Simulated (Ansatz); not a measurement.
Computed with Ansatz.

A structure relaxed at PBE0-D4/def2-TZVP, charge 0, multiplicity 1:

```
atom   x (Å)   y (Å)   z (Å)
  O1  -1.081  -1.693  -0.925
 Si2  -0.569  -0.153  -1.056
 Br3   1.211  -0.090  -2.402
  O4  -0.137   0.499   0.344
 Al5   0.667   0.946   1.765
  H6  -0.428  -2.386  -0.813
  H7  -1.665   0.603  -1.679
  H8   0.408   2.401   2.313
  H9   1.594  -0.128   2.453
```

(1) Give its formula and SMILES.

(2) Summarise the bond lengths by kind.

## Answers

(1) AlBrH4O2Si, `O[SiH](Br)[O][AlH2]`.

(2) 2 × O–Si 1.604 to 1.628 Å; 1 × H–O 0.958 Å; 1 × Br–Si 2.232 Å; 1 × H–Si 1.469 Å; 1 × Al–O 1.692 Å; 2 × Al–H 1.576 to 1.578 Å.
